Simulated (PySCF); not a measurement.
How methods differ on the excitation energy of Cu

Cu [Ar] 3d10 4s1 (2S) → Cu [Ar] 3d9 4s1 4p1 (high-spin determinant), as a difference of total energies. All numbers are calculated (PySCF 2.14, scalar relativity by spin-free X2C-1e, in x2c-TZVPPall with one added diffuse shell each of s, p, d, f type (7s6p5d3f1g, 80 functions)). Correlated levels: valence: [Ar] frozen. The calculations carry no spin-orbit coupling.

| method | excitation energy (eV) |
| --- | --- |
| UHF | 2.073 |
| MP2 (valence) | 5.637 |
| SCS-MP2 (valence) | 5.294 |
| CCSD (valence) | 4.527 |
| CCSD(T) (valence) | 4.805 |

Q: How much does correlation contribute at CCSD(T) (valence)?

A: 4.805 − (2.073) = 2.732 eV, measured against UHF.

The determinant of the upper state mixes LS terms, which raises its energy above the lowest term, most at the Hartree-Fock and MP2 levels.
